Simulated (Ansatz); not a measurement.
Reaction (cleavage of the Si–B bond): `[SiH3]BS[SiH3]` + `NBO` → `NBO[SiH3]` + `BS[SiH3]`

Computed with Ansatz on PBE0-D4/def2-TZVP structures; ΔE is electronic, products minus reactants. CCSD(T)/CBS is the MP2 limit (def2-TZVPP, def2-QZVPP) plus CCSD(T) − MP2 in def2-TZVPP, frozen cores. This one scheme is used for every species. Each species was taken in one conformer, which may not be the lowest.

```tsv
species	SCS-MP2/def2-TZVPP energy (Eh)
`[SiH3]BS[SiH3]`	-1004.77840
`NBO`	-157.04837
`NBO[SiH3]`	-447.32247
`BS[SiH3]`	-714.54637
```

Problem. Work out ΔE.

Solution. ΔE = (-447.32247) + (-714.54637) − (-1004.77840) − (-157.04837) = -0.04207 Eh = -1.14 eV. CCSD(T)/CBS gives -1.03 eV.

Largest T1 diagnostic among the species: 0.015.

From PBE to PBE0 (25 % exact exchange), in def2-TZVPP and without D4, ΔE moves by −0.09 eV. At CCSD(T), def2-SVP lies +0.13 eV from the extrapolated value and def2-TZVPP +0.00 eV. Leaving LDA and LC-ωPBE aside and taking each functional with its dispersion term where it has one, the values, not all of them listed here, spread over 0.36 eV, from BHLYP-D4 to PBE-D4.
